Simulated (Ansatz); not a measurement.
Ansatz (a program for electronic structure) input (B3LYP-D3(BJ)/def2-TZVP):

Ansatz 0.2 input:
```yaml
crystal:
  periodic: [false, false, false]
  atoms:
    - {symbol: Tl, position_ang: [-0.00000000, -0.00000000, -1.24610888]}
    - {symbol: I, position_ang: [0.00000000, 0.00000000, 1.90443055]}
basis:
  gaussian:
    orbitals: def2-TZVP
hamiltonian:
  xc: b3lyp
  dispersion: d3bj
total_charge: -1
magnetization: {spin_polarized: true, initial_magnetization: 1}
phonons: {temperatures: {t_min: 298.15, t_max: 298.15, t_step: 100}}
```

Output:

```
Functional definition: B3LYP
integrals: 0.03 GiB planned
857 factors; their error is unknown
mean field: 0.42 GiB planned
mean field evaluation 1: about -12801.4609 eV, gradient 1.5e1 eV
mean field evaluation 2: about -12800.7876 eV, gradient 2.1e1 eV
mean field evaluation 4: about -12802.5385 eV, gradient 5.3e-1 eV
mean field evaluation 8: about -12802.8109 eV, gradient 4.4e-2 eV
mean field evaluation 16: about -12802.7662 eV, gradient 2.3e0 eV
mean field -12802.81087868 eV, -470.4946217347 hartree, gradient 2.7e-5 eV, S^2 0.751359; 2 other end points of the search recorded, 0 dependent functions left out
the calculation of the forces begins
reference -12802.81106075 eV, -470.4946284257 hartree; 24, 23 occupied and 76, 77 virtual orbitals, 857 factors
these checks for a lower state are left out or cut short: stability, starts, cluster_reference, orbital_swaps, neighbouring_geometries, increment
integrals: 0.03 GiB planned
857 factors; their error is unknown
mean field: 0.42 GiB planned
mean field evaluation 32: about -12802.8109 eV, gradient 2.3e-4 eV
mean field -12802.81087869 eV, -470.4946217351 hartree, gradient 2.3e-6 eV, S^2 0.751359; 0 other end points of the search recorded, 0 dependent functions left out
the calculation of the forces begins
reference -12802.81106077 eV, -470.4946284261 hartree; 24, 23 occupied and 76, 77 virtual orbitals, 857 factors
these checks for a lower state are left out or cut short: stability, starts, cluster_reference, orbital_swaps, neighbouring_geometries, increment
integrals: 0.03 GiB planned
857 factors; their error is unknown
mean field: 0.42 GiB planned
mean field -12802.81087869 eV, -470.4946217351 hartree, gradient 2.3e-6 eV, S^2 0.751359; 0 other end points of the search recorded, 0 dependent functions left out
the calculation of the forces begins
reference -12802.81106077 eV, -470.4946284261 hartree; 24, 23 occupied and 76, 77 virtual orbitals, 857 factors
these checks for a lower state are left out or cut short: stability, starts, cluster_reference, orbital_swaps, neighbouring_geometries, increment
integrals: 0.03 GiB planned
857 factors; their error is unknown
mean field: 0.42 GiB planned
mean field -12802.81087869 eV, -470.4946217351 hartree, gradient 1.6e-6 eV, S^2 0.751359; 0 other end points of the search recorded, 0 dependent functions left out
the calculation of the forces begins
reference -12802.81106077 eV, -470.4946284261 hartree; 24, 23 occupied and 76, 77 virtual orbitals, 857 factors
these checks for a lower state are left out or cut short: stability, starts, cluster_reference, orbital_swaps, neighbouring_geometries, increment
integrals: 0.03 GiB planned
857 factors; their error is unknown
mean field: 0.42 GiB planned
mean field -12802.81087869 eV, -470.4946217351 hartree, gradient 1.6e-6 eV, S^2 0.751359; 0 other end points of the search recorded, 0 dependent functions left out
the calculation of the forces begins
reference -12802.81106077 eV, -470.4946284261 hartree; 24, 23 occupied and 76, 77 virtual orbitals, 857 factors
these checks for a lower state are left out or cut short: stability, starts, cluster_reference, orbital_swaps, neighbouring_geometries, increment
integrals: 0.03 GiB planned
857 factors; their error is unknown
mean field: 0.42 GiB planned
mean field evaluation 64: about -12802.8108 eV, gradient 2.3e-4 eV
mean field -12802.81084328 eV, -470.4946204336 hartree, gradient 1.6e-6 eV, S^2 0.751359; 0 other end points of the search recorded, 0 dependent functions left out
the calculation of the forces begins
reference -12802.81102533 eV, -470.4946271237 hartree; 24, 23 occupied and 76, 77 virtual orbitals, 857 factors
these checks for a lower state are left out or cut short: stability, starts, cluster_reference, orbital_swaps, neighbouring_geometries, increment
integrals: 0.03 GiB planned
857 factors; their error is unknown
mean field: 0.43 GiB planned
mean field -12802.81090025 eV, -470.4946225272 hartree, gradient 1.6e-6 eV, S^2 0.751359; 0 other end points of the search recorded, 0 dependent functions left out
the calculation of the forces begins
reference -12802.81108234 eV, -470.4946292191 hartree; 24, 23 occupied and 76, 77 virtual orbitals, 857 factors
these checks for a lower state are left out or cut short: stability, starts, cluster_reference, orbital_swaps, neighbouring_geometries, increment
integrals: 0.03 GiB planned
857 factors; their error is unknown
mean field: 0.42 GiB planned
mean field -12802.81087869 eV, -470.4946217351 hartree, gradient 2.3e-6 eV, S^2 0.751359; 0 other end points of the search recorded, 0 dependent functions left out
the calculation of the forces begins
reference -12802.81106077 eV, -470.4946284261 hartree; 24, 23 occupied and 76, 77 virtual orbitals, 857 factors
these checks for a lower state are left out or cut short: stability, starts, cluster_reference, orbital_swaps, neighbouring_geometries, increment
integrals: 0.03 GiB planned
857 factors; their error is unknown
mean field: 0.42 GiB planned
mean field -12802.81087869 eV, -470.4946217351 hartree, gradient 2.3e-6 eV, S^2 0.751359; 0 other end points of the search recorded, 0 dependent functions left out
the calculation of the forces begins
reference -12802.81106077 eV, -470.4946284261 hartree; 24, 23 occupied and 76, 77 virtual orbitals, 857 factors
these checks for a lower state are left out or cut short: stability, starts, cluster_reference, orbital_swaps, neighbouring_geometries, increment
integrals: 0.03 GiB planned
857 factors; their error is unknown
mean field: 0.42 GiB planned
mean field evaluation 96: about -12802.8109 eV, gradient 2.3e-4 eV
mean field -12802.81087869 eV, -470.4946217351 hartree, gradient 1.6e-6 eV, S^2 0.751359; 0 other end points of the search recorded, 0 dependent functions left out
the calculation of the forces begins
reference -12802.81106077 eV, -470.4946284261 hartree; 24, 23 occupied and 76, 77 virtual orbitals, 857 factors
these checks for a lower state are left out or cut short: stability, starts, cluster_reference, orbital_swaps, neighbouring_geometries, increment
integrals: 0.03 GiB planned
857 factors; their error is unknown
mean field: 0.42 GiB planned
mean field -12802.81087869 eV, -470.4946217351 hartree, gradient 1.6e-6 eV, S^2 0.751359; 0 other end points of the search recorded, 0 dependent functions left out
the calculation of the forces begins
reference -12802.81106077 eV, -470.4946284261 hartree; 24, 23 occupied and 76, 77 virtual orbitals, 857 factors
these checks for a lower state are left out or cut short: stability, starts, cluster_reference, orbital_swaps, neighbouring_geometries, increment
integrals: 0.03 GiB planned
857 factors; their error is unknown
mean field: 0.43 GiB planned
mean field -12802.81090025 eV, -470.4946225272 hartree, gradient 1.6e-6 eV, S^2 0.751359; 0 other end points of the search recorded, 0 dependent functions left out
the calculation of the forces begins
reference -12802.81108234 eV, -470.4946292191 hartree; 24, 23 occupied and 76, 77 virtual orbitals, 857 factors
these checks for a lower state are left out or cut short: stability, starts, cluster_reference, orbital_swaps, neighbouring_geometries, increment
integrals: 0.03 GiB planned
857 factors; their error is unknown
mean field: 0.42 GiB planned
mean field -12802.81084328 eV, -470.4946204336 hartree, gradient 1.6e-6 eV, S^2 0.751359; 0 other end points of the search recorded, 0 dependent functions left out
the calculation of the forces begins
reference -12802.81102533 eV, -470.4946271237 hartree; 24, 23 occupied and 76, 77 virtual orbitals, 857 factors
Total energy: -12802.91903712 eV, -470.4985964841 hartree
Atom 0 at    -0.000000    -0.000000    -1.246109 Å, force    -0.000000     0.000000    -0.000595 eV/Å
Atom 1 at     0.000000     0.000000     1.904431 Å, force     0.000000    -0.000000     0.000595 eV/Å
Dipole moment:     0.000000     0.000000    -0.656229 e Å
Vibrations: 88.10 cm⁻¹, zero-point energy 0.005462 eV
```
